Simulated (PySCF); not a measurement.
## Tb⁺ (terbium, charge +1) across methods

[Xe] 4f9 6s1, one real determinant. Calculation: PySCF 2.14, in x2c-TZVPPall with one added diffuse shell each of s, p, d, f type (12s8p8d5f2g, 129 functions); the spin-free X2C one-electron Hamiltonian (Gaussian nucleus).

```json
{"method": "UHF", "E (hartree)": "-11703.95412", "mean ε 4f α (eV)": "-21.236", "mean ε 4f β (eV)": "-15.436", "mean ε 6s α (eV)": "-10.737", "Σ⟨r²⟩ (bohr²)": "56.29", "⟨S²⟩": "12.009"}
{"method": "PBE", "E (hartree)": "-11708.07", "mean ε 4f α (eV)": "-10.780", "mean ε 4f β (eV)": "-7.539", "mean ε 6s α (eV)": "-9.128", "Σ⟨r²⟩ (bohr²)": "55.06", "⟨S²⟩": "12.003"}
{"method": "PBE0", "E (hartree)": "-11707.95", "mean ε 4f α (eV)": "-13.477", "mean ε 4f β (eV)": "-9.671", "mean ε 6s α (eV)": "-9.625", "Σ⟨r²⟩ (bohr²)": "55.07", "⟨S²⟩": "12.004"}
{"method": "LDA", "E (hartree)": "-11699.74", "mean ε 4f α (eV)": "-11.062", "mean ε 4f β (eV)": "-7.542", "mean ε 6s α (eV)": "-9.357", "Σ⟨r²⟩ (bohr²)": "54.71", "⟨S²⟩": "12.004"}
{"method": "r2SCAN", "E (hartree)": "-11708.32", "mean ε 4f α (eV)": "-10.878", "mean ε 4f β (eV)": "-7.412", "mean ε 6s α (eV)": "-9.252", "Σ⟨r²⟩ (bohr²)": "55.00", "⟨S²⟩": "12.005"}
```

⟨L²⟩ = 24.03 against 30 for a pure H term, so this real determinant mixes terms. Spin-orbit coupling, absent here, splits the open shell strongly.
